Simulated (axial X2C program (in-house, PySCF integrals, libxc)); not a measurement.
Worked dissociation energy of TeH: CCSD(T), scalar-relativistic

Computed with an in-house relativistic program for diatomic molecules. Spin-free means the one-electron spin-free X2C Hamiltonian. Basis: Te dyall-cv3z [11s12p8d4f1g], H dyall-v3z [6s2p1d] (cores contracted in-house); Gaussian nuclei, density fitting, unrestricted open shells. Masses: Te 129.906 u, H 1.008 u.

Molecular state: M_S = 1/2, Λ = 1 (beyond evenly filled blocks: π+α, π+β, π-α).

Correlated methods: 17 electrons correlated (number of frozen shells: Te 4 s, 3 p, 1 d; H none), 179 virtual spin orbitals or spinors in MP2, 110 natural virtuals in coupled cluster.

| Item | Value |
| --- | --- |
| E(Te) (2M_S = 2, M_L = 0) | -6791.512135 hartree |
| E(H) (2M_S = 1, M_L = 0) | -0.500004 hartree |
| E(TeH) at Re | -6792.119945 hartree |
| ωe | 2140.4 cm⁻¹ |
| ωexe | 36.4 cm⁻¹ |

Q: Work out De and D0.

A: De = -6791.512135 + (-0.500004) − (-6792.119945) = 0.10781 hartree = 2.934 eV. The zero-point energy is ωe/2 − ωexe/4 = 1061 cm⁻¹ = 0.132 eV, so D0 = 2.802 eV.

One determinant describes the state; a PBE0 search over occupations chose it and may have missed a lower one. Dissociation energies refer to the lowest single-determinant-based atoms at the same level and basis. Coupled cluster ran in a truncated set of natural virtual spinors; the MP2 energy of the rest was added. (T) has no such correction and the atoms are truncated less, which lowers De at CCSD(T) by a hundredth of an eV or more. Spin-free De lacks the spin–orbit lowering of the heavy p-block atom, a tenth of an eV or more for 4p and 5p, up to an eV for 6p and one to two eV for 7p atoms, less what an open-shell molecule gains itself.

Each atomic determinant is the lowest at this level and need not be a pure term. Totals compare only within one Hamiltonian and basis.
